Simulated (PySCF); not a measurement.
Working out the ionisation energy of Te

Te [Kr] 4d10 5s2 5p4 (3P) → Te⁺ [Kr] 4d10 5s2 5p3 (4S). Computed with PySCF 2.14 in def2-TZVP with the def2 core potential (28 electrons) (6s5p3d2f, 50 functions), with a scalar-relativistic core potential. Frozen: 4s2 4p6 4d10. Energies in hartree (1 hartree = 27.21139 eV):

| part | Te (lower) | Te⁺ (upper) |
| --- | --- | --- |
| UHF | -267.005554 | -266.721603 |
| CCSD correlation | -0.101955 | -0.075774 |
| (T) | -0.003142 | -0.002186 |

Question: What does Hartree-Fock give?

Answer: (-266.721603) − (-267.005554) = 0.283951 hartree = 7.727 eV.

Question: What do CCSD and CCSD(T) give?

Answer: The CCSD correlation energies differ by 0.026181 hartree = 0.712 eV and the triples by 0.000956 hartree = 0.026 eV, so CCSD gives 8.439 eV and CCSD(T) 8.465 eV.

Measured between the centres of the two terms (NIST): 8.749 eV, so CCSD(T) (valence) is off by -0.284 eV.

What remains against the reference includes basis incompleteness, the frozen core and higher excitations.
